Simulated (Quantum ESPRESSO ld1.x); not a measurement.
Question: The mean radii <r> (bohr) of the occupied orbitals of an atom or ion are listed with their occupations. All-electron calculation, scalar-relativistic Kohn-Sham, LDA (Slater exchange, VWN5 correlation), spin-polarised, spherical densities, point nucleus. Program: ld1.x of Quantum ESPRESSO 7.5.

| orbital | occ. | <r> |
|---|---|---|
| 1s down | 1 | 0.01579 |
| 1s up | 1 | 0.01579 |
| 2s up | 1 | 0.06649 |
| 2s down | 1 | 0.06649 |
| 2p up | 3 | 0.06055 |
| 2p down | 3 | 0.06055 |
| 3s up | 1 | 0.1714 |
| 3s down | 1 | 0.1714 |
| 3p up | 3 | 0.1735 |
| 3p down | 3 | 0.1734 |
| 3d up | 5 | 0.1572 |
| 3d down | 5 | 0.1570 |
| 4s up | 1 | 0.3695 |
| 4s down | 1 | 0.3698 |
| 4p up | 3 | 0.3909 |
| 4p down | 3 | 0.3913 |
| 4d up | 5 | 0.4021 |
| 4d down | 5 | 0.4027 |
| 4f up | 7 | 0.3938 |
| 4f down | 3 | 0.3948 |

Name the element and its charge. Open shells, if any, are filled with parallel spins first.

Answer: Z = 83, bismuth, charge +27: Bi27+ in [Kr] 4d10 4f10. The 1s radius gives Z: for a bare nucleus <r> = (2 gamma + 1)/(2Z) with gamma = sqrt(1 - (Z/c)^2), 0.01561 bohr for Z = 83, and screening makes it slightly larger (0.01579 here). The occupations add up to 56, and the charge is Z minus that.
